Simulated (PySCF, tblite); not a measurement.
Isomers of C6H11ClOSi, one GFN2-xTB conformer each. Single-point energies are computed at PBE0/pcSseg-1 (PySCF, gas phase, no added dispersion term), electronic only.

Problem. Rank them by PBE0/pcSseg-1 energy, lowest first (kcal/mol).
A. `[CH2:1]=[C:2]([CH3:3])[CH2:4][C:5](=[O:6])[SiH2:7][CH2:8][Cl:9]` with C1–C2–C4–C5 98°, C2–C4–C5–O6 85°, C4–C5–Si7–C8 163°, C5–Si7–C8–Cl9 176°
B. `[CH3:1][CH2:2][C:3](=[O:4])/[C:5]([Cl:6])=[CH:7]/[SiH2:8][CH3:9]` with C1–C2–C3–O4 1°, C2–C3–C5–Cl6 -4°, C5–C7–Si8–C9 179°

Solution. B (0.0), A (15.2).

GFN2-xTB itself gives, in the same order: 0.0, 13.4. Both levels put the same isomer lowest.

Problem. Which frontier levels, dipoles and rotational constants go with these structures?

Solution. 
| SMILES | HOMO (eV, PBE0/pcSseg-1) | LUMO (eV) | dipole (D) | A, B, C (MHz) |
| --- | --- | --- | --- | --- |
| CCC(=O)/C(Cl)=C/[SiH2]C | -7.68 | -2.10 | 1.11 | 2283, 561.8, 457.4 |
| C=C(C)CC(=O)[SiH2]CCl | -6.86 | -1.50 | 2.58 | 2417, 477.2, 450.2 |

Problem. What happens when harmonic zero-point energies from GFN2-xTB frequencies are added?

Solution. 
```csv
SMILES,ZPE (kcal/mol),electronic (kcal/mol),with ZPE (kcal/mol)
CCC(=O)/C(Cl)=C/[SiH2]C,93.9,0.0,0.0
C=C(C)CC(=O)[SiH2]CCl,94.0,15.2,15.4
```

The zero-point energies span 0.1 kcal/mol. The order is unchanged.
